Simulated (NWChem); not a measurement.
# CH₄F₂GeO; SMILES [OH][Ge]([F])([CH3])[F]

```xyz
9

C      0.1526    -1.9234     0.0168
Ge     0.0037    -0.0189     0.0001
O     -1.6579     0.5179    -0.0820
F      0.8705     0.6983    -1.3149
F      0.7399     0.7159     1.3834
H     -0.1595    -2.3077     0.9973
H      1.1951    -2.2114    -0.1737
H     -0.4934    -2.3473    -0.7638
H     -1.7548     1.4771    -0.0635
```
Atoms are numbered in this order, from 1.

Level: PBE0/def2-SVP (NWChem), optimised geometry, unscaled harmonic frequencies. 

```tsv
frequency (cm⁻¹)	IR intensity (km/mol)
19	0.1
149	23.9
177	0.6
202	13.4
248	19.6
267	62.0
287	112.2
633	3.4
728	62.6
734	72.2
763	93.2
812	37.4
814	46.8
898	111.0
1267	18.6
1425	6.5
1426	6.8
3085	0.2
3206	0.5
3207	0.6
3901	114.9
```

```json
{
  "zero_point_energy": "34.6 kcal/mol",
  "thermal correction to the enthalpy at 298.15 K (with zero-point energy)": "40.0 kcal/mol",
  "heat capacity Cv": "24.1 cal/(mol K)",
  "entropy at 298.15 K and 1 atm (symmetry number 1)": "87.9 cal/(mol K)",
  "dipole_moment": "1.92 D"
}
```

Rigid rotor and harmonic oscillator; modes under 100 cm⁻¹ make the entropy uncertain.
